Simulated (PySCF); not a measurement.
Precursor series Cd F-OH. All species are isolated molecules in the gas phase. One relaxed conformer stands for each flexible species; it need not be the lowest.

Level of theory: TPSSh-D3(BJ)/def2-TZVP // r2SCAN-D4/def2-SVP (PySCF 2.14.0). 

| species | HOMO (eV) | HOMO–LUMO gap (eV) | charge on the central atom (Mulliken) (e) |
|---|---|---|---|
| 0 of 2 F replaced by OH ([Cd(F)2]) | -8.99 | 6.23 | 1.07 |
| 1 of 2 F replaced by OH ([Cd(F)(OH)]) | -7.54 | 5.30 | 0.95 |
| 2 of 2 F replaced by OH ([Cd(OH)2]) | -7.13 | 5.31 | 0.85 |
